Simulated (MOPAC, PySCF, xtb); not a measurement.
Bond stretch in SH (anion, charge -1), singlet. Each curve is given relative to its own lowest point near equilibrium.

```json
[
 {"R / Å": "1.00", "A": "32.4", "B": "58.8", "C": "72.6"},
 {"R / Å": "1.07", "A": "15.5", "B": "28.8", "C": "39.6"},
 {"R / Å": "1.15", "A": "5.2", "B": "10.5", "C": "16.8"},
 {"R / Å": "1.21", "A": "1.6", "B": "3.6", "C": "7.0"},
 {"R / Å": "1.27", "A": "0.2", "B": "0.4", "C": "1.9"},
 {"R / Å": "1.29", "A": "0.0", "B": "0.0", "C": "0.9"},
 {"R / Å": "1.35", "A": "0.1", "B": "0.0", "C": "0.0"},
 {"R / Å": "1.39", "A": "0.7", "B": "0.9", "C": "0.6"},
 {"R / Å": "1.42", "A": "1.3", "B": "1.9", "C": "1.6"},
 {"R / Å": "1.49", "A": "3.5", "B": "5.1", "C": "5.2"},
 {"R / Å": "1.56", "A": "7.1", "B": "9.4", "C": "10.2"},
 {"R / Å": "1.68", "A": "16.7", "B": "18.3", "C": "20.3"},
 {"R / Å": "1.80", "A": "30.2", "B": "28.3", "C": "31.2"},
 {"R / Å": "2.01", "A": "56.7", "B": "45.8", "C": "45.2"},
 {"R / Å": "2.23", "A": "81.6", "B": "61.5", "C": "52.8"},
 {"R / Å": "2.44", "A": "102.1", "B": "73.9", "C": "56.8"},
 {"R / Å": "2.72", "A": "125.2", "B": "86.1", "C": "59.6"},
 {"R / Å": "2.98", "A": "142.0", "B": "93.6", "C": "60.9"},
 {"R / Å": "3.32", "A": "157.9", "B": "99.0", "C": "61.7"},
 {"R / Å": "3.64", "A": "168.3", "B": "—", "C": "62.0"},
 {"R / Å": "4.04", "A": "176.7", "B": "—", "C": "62.2"},
 {"R / Å": "4.77", "A": "185.0", "B": "—", "C": "62.3"},
 {"R / Å": "5.38", "A": "188.4", "B": "—", "C": "62.3"}
]
```

Energies in kcal/mol.

**Question.** Assign the columns to these levels of theory: GFN1-xTB in xtb; PM3, restricted, heats of formation in MOPAC; unrestricted Hartree-Fock/6-31G*, spherical d run with PySCF.

**Answer.** A is PM3; B is GFN1-xTB; C is UHF/6-31G*.

A dash means that the run gave no value there, or that the column was ended at a point which the program doubted or which failed a test of continuity chosen for this set; such a test can also cut sound points.

The restricted form behind PM3 keeps the bonding electrons paired and can't separate into open-shell fragments. Where the anion isn't bound against loss of the electron, the finite basis alone holds it. The unrestricted determinant behind UHF/6-31G* is spin-contaminated at 2.01 to 5.38 Å (<S²> up to 1.0, against 0.00 for a pure singlet).
